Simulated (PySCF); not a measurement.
Isomers C₆H₆F₃N:

A. `InChI=1S/C6H6F3N/c1-10-5-3-2-4-6(7,8)9/h5H,3H2,1H3/b10-5+`
B. `InChI=1S/C6H6F3N/c1-5(2-3-10)4-6(7,8)9/h2H,4H2,1H3/b5-2-`
C. SMILES FC(F)(F)Cc1ccc[nH]1

Spectrum 1. 13C{1H} NMR (computed): δ 134.9 (C), 122.3 (C), 122.0 (CH), 116.2 (CH), 114.2 (CH), 37.9 (CH2).

Spectrum 2. 13C{1H} NMR (computed): δ 159.1 (CH), 123.8 (C), 93.4 (C), 77.9 (C), 50.4 (CH3), 29.8 (CH2).

Spectrum 3. 13C{1H} NMR (computed): δ 164.6 (C), 134.1 (C), 121.0 (C), 108.4 (CH), 45.5 (CH2), 26.4 (CH3).

[PySCF: shielding tensors at PBE0/pcSseg-1 (GIAO); geometry from GFN2-xTB; single conformer; non-relativistic Hamiltonian; no solvent model; one averaged value for each set of equivalent atoms]

Referencing at the same level of theory: 13C (σref 186.93) vs TMS. Splittings of carbon signals by F and P are missing where no couplings were computed. Shifts are as computed. Against solution values, carbons near 30 ppm lie about +3 ppm off and those near 130 ppm about +5 ppm. Of 1211 compounds with measured shifts, 218 miss one by over three times the rms of a fit or turn the order of signals round; such compounds aren't used in these exercises.

Match each spectrum to its structure.

Answers

1–C, 2–A, 3–B.

- Spectrum 1 (C): 6 13C signals; δC 134.9 is a CF3 carbon; δC 37.9 is an sp3 CH2 on an aromatic ring.
- Spectrum 2 (A): 6 13C signals; δC 123.8 is a CF3 carbon; δC 93.4 is an alkyne carbon.
- Spectrum 3 (B): 6 13C signals; δC 164.6 is a fully substituted alkene carbon; δC 134.1 is a CF3 carbon.
